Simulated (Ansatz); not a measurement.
A run of Ansatz (development build ahead of 0.2.0) on singlet TiO2 at this shape:

```yaml
atoms:
  - { symbol: Ti, position_ang: [0.0000, 0.0000, -0.3888] }
  - { symbol: O, position_ang: [0.0000, 1.3256, 0.5346] }
  - { symbol: O, position_ang: [0.0000, -1.3256, 0.5346] }
```

Its results:

```
Converged                       : yes
Reference energy                : -998.16739 hartree
Correlation energy              : -0.92088 hartree
Total energy                    : -999.08826 hartree
Spin squared of the determinant : 0.000
```

(1) Which input gives this output? Name the method, the orbitals and the basis set, and write the input.

Answers

(1) RHF-MP2 in def2-TZVP. An unrestricted run that stays on the closed shell gives the same numbers.

```yaml
crystal:
  periodic: [false, false, false]
  atoms:
    - { symbol: Ti, position_ang: [0.0, 0.0, -0.38881] }
    - { symbol: O, position_ang: [0.0, 1.32562, 0.53461] }
    - { symbol: O, position_ang: [0.0, -1.32562, 0.53461] }
basis:
  gaussian: { orbitals: def2-TZVP }
hamiltonian:
  xc: hf
correlation:
  method: mp2
  frozen_orbitals: { O: 1, Ti: 5 }
```

Caution: no unrestricted run beside it, a lower state can exist; other spin multiplicities were not run.
